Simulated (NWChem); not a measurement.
System: CrHSO2F; SMILES [O]=[Cr](=[O])([F])[SH]

The following NWChem deck was run.

```
start job
memory heap 200 mb stack 900 mb global 1100 mb
geometry units angstroms
  Cr     0.366998     0.216334    -0.030634
  O      1.200828    -0.626401    -1.018086
  O      0.831321     0.397182     1.430367
  F     -0.307902     1.595687    -0.720364
  S     -1.383412    -1.125881     0.298051
  H     -1.375934    -1.781140    -0.867725
end
basis spherical
  * library def2-svp
end
dft
  xc pbe0
  iterations 150
end
driver
  maxiter 120
end
task dft optimize
task dft freq
```

The level has its own optimisation; frequencies are unscaled.

Q: Give the results of this calculation. (PBE0/def2-SVP.) Quantities: r Cr–O (Å); r Cr–F (Å); r Cr–S (Å); r H–S (Å); highest harmonic frequency (cm⁻¹); lowest (cm⁻¹); zero-point energy (kcal/mol); dipole (D).

A: 
```yaml
r Cr–O (Å): 1.529
r Cr–F (Å): 1.694
r Cr–S (Å): 2.180
r H–S (Å): 1.355
highest harmonic frequency (cm⁻¹): 2700
lowest (cm⁻¹): 188
zero-point energy (kcal/mol): 12.4
dipole (D): 2.11
```
